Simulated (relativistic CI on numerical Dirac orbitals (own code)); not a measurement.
**Pd5+: 4d valence photoemission**

Computed with this model: Dirac-Coulomb-Breit CI, orbitals from a KLI potential per configuration, model QED (radiative potential, 1s self-energy scaled to tabulated hydrogen-like ionisation energies), valence Slater integrals scaled by 0.8, multiplet model of photoemission in the sudden approximation; configurations [Kr] 4d5 → [Kr] 4d4; 300 K; Lorentzian 0.3 eV and Gaussian 0.5 eV FWHM. Energies are those of the free ion, without screening or charge transfer. The energies are binding energies and can lie tens of eV above those of solids. S is read from ⟨S²⟩ = S(S + 1).

Field parameters in Wybourne normalisation: Oh B⁴₀ = 21Dq, B⁴₄ = √(5/14) B⁴₀. The field is a parameter set, without covalency.

Peaks in eV (height, largest 100): 82.6 (100), 84.2 (43), 85.8 (8).

Problem. Which surroundings give this spectrum?
A. free ion
B. Oh, 10Dq = 8500 cm⁻¹
C. Oh, 10Dq = 38500 cm⁻¹
D. Oh, 10Dq = 23500 cm⁻¹

Solution. C. Oh, 10Dq = 38500 cm⁻¹, where the ground state has S = 0.53.
